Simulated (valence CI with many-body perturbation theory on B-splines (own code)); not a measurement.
**Fe III: E2, M1 decay**

Method: relativistic CI+MBPT: six valence electrons over a frozen Dirac-Fock core [Ar], a basis of 7 s, 7 p, 8 d, 6 f, 4 g, 1 h functions for each j, with the one-electron correlation potential Σ1, the two-electron term Σ2, the three-electron term Σ3, Breit, model QED; selected CI, second order for the rest, scaled by the run's own slope (own B-spline code, finite nucleus).

Set against measurement, 25 paired levels are off by 731 cm⁻¹ on average, the worst by 7276. These come from a selection out of Corliss and Sugar, J. Phys. Chem. Ref. Data 11, 135 (1982). Levels without a partner in it may be off by more, other configurations by 1,000 to 8,000 cm⁻¹. Among the levels kept, up to 2700 cm⁻¹ of a level comes from second order outside the variational space, and about a tenth of that is noise between levels of different J, which matters for small intervals. Only levels of the ground parity were solved; by the run's estimate the other parity begins above the list, which can be wrong where configurations are misplaced. 1 measured level below the end of the list, from 30089 cm⁻¹ on, found no clear computed partner, and computed levels of the same name lie up to 7030 cm⁻¹ from them.

Lines 51 to 64 of 64 in falling wavelength, among levels below 5.293 eV, chosen from the decays that carry over 1 % of a level's rate. Wavelengths and rates use the calculated energies, so an error of 700 cm⁻¹ moves a line at 437.3 nm by 3.1 % and its rate by three times that or more. Electric multipoles are in the length gauge, E1 and E2 with the static RPA response of the core. Weak lines are less certain than strong ones. Lines between different terms over intervals too small for the method are left out, as are lines whose strength nearly cancels and 22 of this kind that miss the measured wavelength by over 7 %. The highest levels of a list are the least certain. Branching is blank where the lifetime is uncertain.

| λ vac (nm) | λ from measured levels | Upper | Lower | Type | A (s⁻¹) | Branch % |
| --- | --- | --- | --- | --- | --- | --- |
| 437.3 | 442.6 | 3d⁶ ¹F_3 | 3d⁶ ³H_5 | E2 | 4.70e-03 |  |
| 433.7 |  | 3d⁵4s ⁷S_3 | 3d⁶ ⁵D_4 | E2 | 3.64e-04 | 46.8 |
| 421.9 | 409.8 | 3d⁶ ³G_3 | 3d⁶ ⁵D_2 | M1 | 1.57e-03 |  |
| 419.9 | 408.1 | 3d⁶ ³G_4 | 3d⁶ ⁵D_3 | M1 | 2.49e-03 |  |
| 416.8 | 404.8 | 3d⁶ ³G_3 | 3d⁶ ⁵D_3 | M1 | 3.95e-03 |  |
| 412.9 | 400.9 | 3d⁶ ³G_4 | 3d⁶ ⁵D_4 | M1 | 9.61e-03 |  |
| 341.9 | 336.7 | 3d⁶ ³D_1 | 3d⁶ ⁵D_0 | M1 | 9.94e-02 |  |
| 340.7 | 335.8 | 3d⁶ ³D_2 | 3d⁶ ⁵D_1 | M1 | 7.59e-02 | 31.8 |
| 340.1 | 335.6 | 3d⁶ ³D_1 | 3d⁶ ⁵D_1 | M1 | 1.14e-01 |  |
| 338.0 | 333.6 | 3d⁶ ³D_2 | 3d⁶ ⁵D_2 | M1 | 8.81e-02 | 36.8 |
| 336.7 | 332.0 | 3d⁶ ³D_3 | 3d⁶ ⁵D_2 | M1 | 3.83e-02 |  |
| 334.7 | 330.3 | 3d⁶ ³D_2 | 3d⁶ ⁵D_3 | M1 | 2.25e-02 | 9.4 |
| 333.4 | 328.7 | 3d⁶ ³D_3 | 3d⁶ ⁵D_3 | M1 | 5.21e-02 |  |
| 329.0 | 324.1 | 3d⁶ ³D_3 | 3d⁶ ⁵D_4 | M1 | 1.85e-01 |  |
